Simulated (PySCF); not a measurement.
NICS in isomers of C5H9N3.

NICS is the negative of the GIAO shielding at a point without a nucleus: at the ring centre (0) and 1 Å above and below it (1); zz is the component along the ring normal. Level: GIAO PBE0/pcSseg-1 (PySCF, non-relativistic, gas phase) on the GFN2-xTB geometries, one conformer each. Atom numbers follow the mapped SMILES.

Question: Order these rings by mean NICS(1)zz, lowest (most negative) first (ppm).
A. ring C3–C4–N5–N6–N8 in `[CH3:1][CH2:2][c:3]1[cH:4][n:5][n:6]([CH3:7])[n:8]1`
B. ring N4–C5–C6–N7–N8 in `[CH3:1][CH:2]([CH3:3])[n:4]1[cH:5][cH:6][n:7][n:8]1`
C. ring N3–C4–N5–N6–C7 in `[CH3:1][CH2:2][n:3]1[cH:4][n:5][n:6][c:7]1[CH3:8]`

Answer: B (-33.7), A (-32.4), C (-29.3).

```json
{"SMILES": "CC(C)n1ccnn1", "ring": "5-membered ring with 3 N; formal bonds all aromatic", "NICS(0)": "-13.0", "NICS(1)": "-13.3", "NICS(1)zz": "-33.7", "HOMA": "0.95", "rms pucker (Å)": "0.00", "ring atoms with four or more neighbours": "0"}
{"SMILES": "CCc1cnn(C)n1", "ring": "5-membered ring with 3 N; formal bonds all aromatic", "NICS(0)": "-13.0", "NICS(1)": "-13.2", "NICS(1)zz": "-32.4", "HOMA": "0.99", "rms pucker (Å)": "0.00", "ring atoms with four or more neighbours": "0"}
{"SMILES": "CCn1cnnc1C", "ring": "5-membered ring with 3 N; formal bonds all aromatic", "NICS(0)": "-11.2", "NICS(1)": "-11.2", "NICS(1)zz": "-29.3", "HOMA": "0.88", "rms pucker (Å)": "0.00", "ring atoms with four or more neighbours": "0"}
```

NICS(0) ties some rings at the printed digit and otherwise keeps the order. The isotropic NICS(1) gives the same order. HOMA uses Krygowski's 1993 parameters. NICS(1) and NICS(1)zz are means over the two faces.
